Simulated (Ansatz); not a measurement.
Program: Ansatz. Geometries: PBE0-D4/def2-TZVP. ΔE: electronic, gas phase. CCSD(T)/CBS adds triple-zeta CCSD(T) − MP2 to the extrapolated MP2 energy (def2 sets, frozen cores). This one scheme is used for every species. Functionals use def2-TZVPP. One conformer a species, not always the lowest.

Consider the formal hydrolysis of a C–C bond: `CC(F)[SiH2]N` + H₂O → `N[SiH2]C(O)F` + CH₄.

`CC(F)[SiH2]N`:

```xyz
13

C    -1.453   -0.665   -0.562
C    -0.601   -0.561    0.679
F    -0.495   -1.831    1.270
Si    1.164    0.064    0.363
N     1.130    1.620   -0.367
H    -0.988   -1.317   -1.306
H    -1.587    0.326   -1.004
H    -2.441   -1.067   -0.323
H    -1.096    0.086    1.414
H     1.881    0.204    1.656
H     1.826   -0.970   -0.483
H     1.679    2.370    0.018
H     0.983    1.742   -1.354
```

H₂O:

```xyz
3

O     0.247   -0.164    0.252
H    -0.646   -0.446    0.042
H     0.399    0.610   -0.294
```

`N[SiH2]C(O)F`:

```xyz
11

N     1.212    0.843    0.447
Si    0.618   -0.452   -0.533
C    -1.259   -0.420   -0.182
O    -1.483   -0.177    1.151
F    -1.801    0.623   -0.957
H     1.142    1.791    0.109
H     2.069    0.716    0.960
H     1.223   -1.704   -0.012
H     0.876   -0.314   -1.991
H    -1.821   -1.318   -0.453
H    -0.777    0.412    1.460
```

CH₄:

```xyz
5

C     0.000    0.000    0.000
H    -0.252    0.677   -0.816
H    -0.867   -0.125    0.649
H     0.827    0.416    0.575
H     0.291   -0.968   -0.408
```

```tsv
species	ωB97M-V energy (Eh)
`CC(F)[SiH2]N`	-525.12822
H₂O	-76.43342
`N[SiH2]C(O)F`	-561.06782
CH₄	-40.49280
```

(1) Work out ΔE.

Largest T1 diagnostic among the species: 0.012.

Results:

(1) ΔE = (-561.06782) + (-40.49280) − (-525.12822) − (-76.43342) = 0.00102 Eh = +2.7 kJ/mol. CCSD(T)/CBS gives +13.1 kJ/mol.

From PBE to PBE0 (25 % exact exchange), in def2-TZVPP and without D4, ΔE moves by +7.0 kJ/mol.
